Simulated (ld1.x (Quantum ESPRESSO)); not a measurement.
An all-electron radial function and its pseudo partner (chlorine)

Columns: radius, all-electron u(r) and pseudo u(r) of the 3p shell (level -8.84 eV) of chlorine in the configuration [Ne] 3s1.75 3p5.25; LDA (PZ), scalar-relativistic, TM scheme, ld1.x (Quantum ESPRESSO) 7.5.

| r (bohr) | all-electron | pseudo |
| --- | --- | --- |
| 0.075 | 0.1356 | -0.0055 |
| 0.150 | 0.2963 | -0.0220 |
| 0.225 | 0.3639 | -0.0490 |
| 0.300 | 0.3418 | -0.0859 |
| 0.375 | 0.2583 | -0.1318 |
| 0.450 | 0.1403 | -0.1854 |
| 0.525 | 0.0078 | -0.2454 |
| 0.600 | -0.1258 | -0.3101 |
| 0.675 | -0.2519 | -0.3774 |
| 0.750 | -0.3656 | -0.4452 |
| 0.825 | -0.4647 | -0.5112 |
| 0.900 | -0.5484 | -0.5729 |
| 0.975 | -0.6169 | -0.6283 |
| 1.050 | -0.6711 | -0.6756 |
| 1.125 | -0.7123 | -0.7137 |
| 1.200 | -0.7418 | -0.7420 |
| 1.275 | -0.7611 | -0.7611 |
| 1.350 | -0.7715 | -0.7715 |
| 1.425 | -0.7746 | -0.7746 |
| 1.500 | -0.7714 | -0.7714 |
| 1.575 | -0.7631 | -0.7631 |
| 1.650 | -0.7506 | -0.7506 |
| 1.725 | -0.7348 | -0.7348 |
| 1.800 | -0.7164 | -0.7164 |
| 1.875 | -0.6961 | -0.6961 |
| 1.950 | -0.6742 | -0.6742 |

Question: How many radial nodes do the two functions have?

Answer: The all-electron 3p function has n − l − 1 = 1; the pseudo-wave has 0, since the states of the same l below it are removed with the core.

Question: At about which radius was the pseudo-wave matched?

Answer: 1.40 bohr. The columns agree to 0.0005 from 1.20 bohr on; several derivatives are matched, so the curves merge somewhat inside the radius.

Question: Is the pseudo-wave norm-conserving?

Answer: Yes: the TM scheme keeps the norm inside the radius equal to the all-electron one, which fixes the energy derivative of the logarithmic derivative at the level.
